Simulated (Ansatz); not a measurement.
A structure relaxed at r2SCAN-D4/def2-SVPD in Ansatz, charge -1, singlet:

```tsv
atom	x (Å)	y (Å)	z (Å)
Sc1	-1.052	-0.592	-0.228
Si2	-1.441	0.639	2.075
Si3	1.419	0.162	-0.740
Si4	0.514	-1.159	-2.276
Si5	0.561	0.950	1.170
```

Give its formula and point group.

the cluster ScSi₄⁻. Point group C2v (tolerance 0.1 Å).

Summarise the bond lengths by kind (pairs closer than 1.2 times the sum of covalent radii, bridged metal pairs left out).

4 × Sc–Si 2.63 to 2.64 Å; 3 × Si–Si 2.22 to 2.24 Å. The metal has 4 neighbours: Si 2.64 Å, Si 2.63 Å, Si 2.64 Å, Si 2.63 Å.

The restricted singlet is unstable towards broken spin symmetry in Hartree–Fock (as tested in another run); at r2SCAN-D4/def2-SVPD this wasn't settled. The relaxation made no stability test and no search for a lower SCF solution. No other spin state of charge -1 was run. Another isomer (singlet) lies 0.41 eV lower at PBE0-D4/def2-TZVPD; other spin states weren't run for this one.
